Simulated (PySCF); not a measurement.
## Electron correlation in Ne (neon, neutral)

[Ne], closed-shell 1S. All numbers are calculated (PySCF 2.14, the spin-free X2C one-electron Hamiltonian (Gaussian nucleus), in x2c-QZVPPall with one added diffuse shell each of s, p, d, f type (8s5p4d3f1g, 73 functions)). Frozen: nothing; 10 electrons correlated.

```
  level  correlation energy (mhartree)
   CCSD                        -317.01
    (T)                          -5.75
CCSD(T)                        -322.76
```

Diagnostics: T1 = 0.0062, D1 = 0.0109, largest double amplitude 0.020.

Cost of the coupled-cluster step: roughly 5 core-seconds, for 10 correlated electrons.

This basis was not built for core-valence correlation, so the inner-shell part is incomplete.
